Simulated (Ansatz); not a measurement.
Reactions of `CO[SiH2]O[SiH3]`.

Computed with Ansatz on PBE0-D4/def2-TZVP structures; ΔE is electronic, products minus reactants. CBS: MP2 limit from def2 TZ/QZ plus the TZ coupled-cluster correction, frozen cores. This one scheme is used for every species. DFT in def2-TZVPP. No spin–orbit coupling; open shells (•) take unrestricted orbitals. For Br, Ge outer-core shells are correlated without core-valence functions, which leaves a few kJ/mol of doubt a bond. Scalar relativity is left out up to krypton. Each species was taken in one conformer, which may not be the lowest.

```csv
reaction,CCSD(T)/CBS(def2) (eV)
`CO[SiH2]O[SiH3]` → `C[O]`• + `[SiH2]O[SiH3]`•,?
`CO[SiH2]O[SiH3]` + `[NH2][GeH3]` → `CO[SiH2][NH][GeH3]` + `O[SiH3]`,0.55
`CO[SiH2]O[SiH3]` + HBr → `[SiH3]O[SiH2]Br` + CH₃OH,0.08
`CO[SiH2]O[SiH3]` → CH₃OH + `[SiH]O[SiH3]`,?
`CO[SiH2]O[SiH3]` → `OC[SiH2][SiH2]O`,2.55
`CO[SiH2]O[SiH3]` → `CO[SiH](O)[SiH3]`,1.17
`CO[SiH2]O[SiH3]` + CH₃SH → `CS[SiH2]O[SiH3]` + CH₃OH,0.44
`CO[SiH2]O[SiH3]` + H–F → `F[SiH2]O[SiH3]` + CH₃OH,?
`CO[SiH2]O[SiH3]` + `N[SiH3]` → `[SiH3]N[SiH2]O[SiH3]` + CH₃OH,0.35
```

(1) Fill in the missing values. (Best estimate.)

Largest T1 diagnostic: 0.019, for `C[O]`•.

Answers

(1) Computed: `CO[SiH2]O[SiH3]` → `C[O]`• + `[SiH2]O[SiH3]`•: +5.46 eV; `CO[SiH2]O[SiH3]` → CH₃OH + `[SiH]O[SiH3]`: +3.19 eV; `CO[SiH2]O[SiH3]` + H–F → `F[SiH2]O[SiH3]` + CH₃OH: -0.40 eV.
